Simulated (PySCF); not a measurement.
## Relaxation of singlet WSF4

Method: PBE0/[W def2-SVP with ECP60, S def2-SVP, F def2-SVP], scalar-relativistic core potentials, density fitting, no spin–orbit coupling, PySCF. A (50,194) grid was used.

A hand-made trigonal bipyramidal (ligand arrangement 1) start, of C2v symmetry, held to at least that symmetry:

Coordinates in bohr (charge 0 multiplicity 1):
```
W     0.0979    0.1695    0.0000
S    -1.9241   -3.3327    0.0000
F     0.0979    0.1695    3.7983
F     0.0979    0.1695   -3.7983
F     3.8962    0.1695    0.0000
F    -1.8013    3.4589    0.0000
```

**Question.** What does it relax to?

**Answer.** It ends at C4v with W–F 1.854 Å (×4), W–S 2.095 Å; F–W–F 86.0° (×4), F–W–F 149.4° (×2), F–W–S 105.3° (×4) (after a last refinement on a finer grid). The frequency run here used a shortcut that can spoil soft modes, so no verdict on minimum or saddle point is given.

**Question.** How much energy is released, and in how many steps?

**Answer.** 191.7 kJ/mol in 8 steps.

Spin–orbit coupling, left out here, can matter for elements this heavy.

The relaxation took about 70 core-seconds on a shared host.
